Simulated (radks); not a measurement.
Ionisation of the technetium ion Tc2+, [Kr] 4d5, to [Kr] 4d4 as the strength of local exchange is varied. All-electron calculation, scalar-relativistic Kohn-Sham, Slater X-alpha exchange (alpha = 2/3 is LDA exchange), no correlation, spin-polarised, spherical densities, finite nucleus; open shells are filled with parallel spins first (spin-orbit coupling, left out, can overturn this in heavy ions); Fermi nuclear charge, rms radius 4.4112 fm. Program: a radial shooting solver on a logarithmic mesh with Libxc functionals.

alpha  E(Tc2+) (hartree)  exchange (hartree)  IE (eV)  -e of the level emptied (eV)  <r> of it (bohr)
0.579        -4260.87467          -103.56106   27.275                   21.299 (4d)             1.665
0.667        -4276.66938          -119.73210   28.986                   22.873 (4d)             1.626
0.907        -4320.03528          -164.40958   33.977                   27.517 (4d)             1.530
0.943        -4326.57664          -171.18352   34.766                   28.257 (4d)             1.517
?            -4335.31323          -180.24471   35.834                   29.262 (4d)             1.500

Which alpha was used in the last row?

Answer. alpha = 0.991. NIST Atomic Spectra Database: 29.550 eV (semi-empirical). The Delta-SCF value meets it near alpha = 0.69. Open shells are spherical and high-spin; term and fine-structure splittings are not resolved.
